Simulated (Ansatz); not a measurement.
Program: Ansatz. Geometries: PBE0-D4/def2-TZVP. ΔE: electronic, gas phase. CCSD(T)/CBS is extrapolated from def2-TZVPP and def2-QZVPP, frozen cores. Functionals use def2-TZVPP. Each species was taken in one conformer, which may not be the lowest.

Consider the silylene formation by 1,1-elimination: `S[SiH](S)S` → H₂S + `S[Si]S`.

```json
{"species": "`S[SiH](S)S`", "PBE-D4 energy (Eh)": "-1485.96173"}
{"species": "H₂S", "PBE-D4 energy (Eh)": "-399.22838"}
{"species": "`S[Si]S`", "PBE-D4 energy (Eh)": "-1086.66506"}
```

Problem. Work out ΔE.

Solution. ΔE = (-399.22838) + (-1086.66506) − (-1485.96173) = 0.06829 Eh = +179.3 kJ/mol. CCSD(T)/CBS gives +192.5 kJ/mol.

Largest T1 diagnostic among the species: 0.015.

From PBE to PBE0 (25 % exact exchange), in def2-TZVPP and without D4, ΔE moves by +17.6 kJ/mol. The D4 term adds +16.9 kJ/mol with B3LYP and +9.3 kJ/mol with PBE0; it sums over pairs of atoms, weighted by their polarisabilities, and B3LYP, whose exchange is more repulsive, gets the larger term.

B3LYP here is the variant with VWN-RPA as its local correlation; programs differ in this.
